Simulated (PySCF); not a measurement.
Write a Z-matrix for InChI=1S/C6H6Cl2O/c1-5(8)6(4-7)2-3-9/h2-3H,1,4H2/b6-2- as optimised with GFN2-xTB.

Z-matrix in Å and degrees, rows numbered from 1:
```
C 
C   1  1.3263
Cl  2  1.7381  1  120.30
C   2  1.4683  1  124.79  3  -178.22
C   4  1.3436  2  122.81  1   -49.11
C   5  1.4609  4  125.48  2    -7.54
O   6  1.2046  5  124.06  4   169.96
C   4  1.4942  2  115.96  1   127.90
Cl  8  1.7978  4  108.59  2   -65.88
H   1  1.0754  2  120.52  3   177.86
H   1  1.0756  2  121.93  3    -0.04
H   5  1.0821  4  119.69  2   174.90
H   6  1.1054  5  114.74  4   -11.67
H   8  1.0898  4  111.52  2    51.07
H   8  1.0882  4  112.01  2   175.86
```

The 2 C–Cl bonds span 1.738 Å (C2–Cl3, drawn single) to 1.798 Å (C8–Cl9, drawn single), a spread of 0.060 Å. The C–C distances run from 1.326 Å (C1=C2, drawn double) to 1.494 Å (C4–C8, drawn single), a spread of 0.168 Å. Of the pairs four or more bonds apart, C1···H13 is among the closest relative to their van der Waals radii: 2.62 Å, 90 % of the sum of Bondi's values.

The geometry is computed with GFN2-xTB (gas phase).

Point group: C1 (no symmetry element, even within 0.4 Å). Whether it is a minimum is left open (no frequencies). The numbers are those of one conformer (C1–C2–C4–C5 -49°, C4–C5–C6–O7 170°, C2–C4–C8–Cl9 -66°).
